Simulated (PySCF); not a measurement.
## A survey of ¹⁹F NMR shifts

[PySCF 2.14.0 with density-fitted response routines: NMR shieldings at PBE0/pcSseg-1/GIAO; GFN2-xTB structure; no solvent; single conformer; non-relativistic Hamiltonian; one averaged value for each set of equivalent atoms]

Shieldings were converted by a linear fit to measured shifts: ¹⁹F (scatter 6.0 ppm rms, 7.0 ppm with the 5 outliers that the fit left out vs CFCl3, solution or neat liquid, with a term for F on sp3 carbon). A few per cent of atoms miss by over 2 rms, more outside the fitted compound classes.

Problem. Give the ¹⁹F shifts of `Cc1nnn2c(F)cccc12`, `FC(F)(F)/C=P\c1ccccn1`.

Solution. 
```
             compound                   environment  δ (ppm)
    Cc1nnn2c(F)cccc12                 aryl fluorine   -108.4
FC(F)(F)/C=P\c1ccccn1  fluorine of a CF3 group (×3)    -47.3
```

Problem. Order these by ¹⁹F shift, lowest first.
A. O=S(=O)(C1CNC1)C(F)(F)F
B. FC[Si@@H]1C[C@H](C[SiH3])[SiH2]1
C. C[SiH2][SiH2]/C(=C/F)[SiH2]C
D. FC(F)(F)/C=P/c1cccnc1
E. Cn1nnc2c(F)cccc21
F. F[C@H]1C[C@@H]([SiH]([SiH3])[SiH3])C1

Solution. B (-265.4 ppm, fluorine on an sp3 carbon), F (-151.8 ppm, fluorine on an sp3 carbon), E (-119.3 ppm, aryl fluorine), A (-73.5 ppm, fluorine of an SCF3 group), D (-63.8 ppm, fluorine of a CF3 group), C (-50.3 ppm, vinylic fluorine).
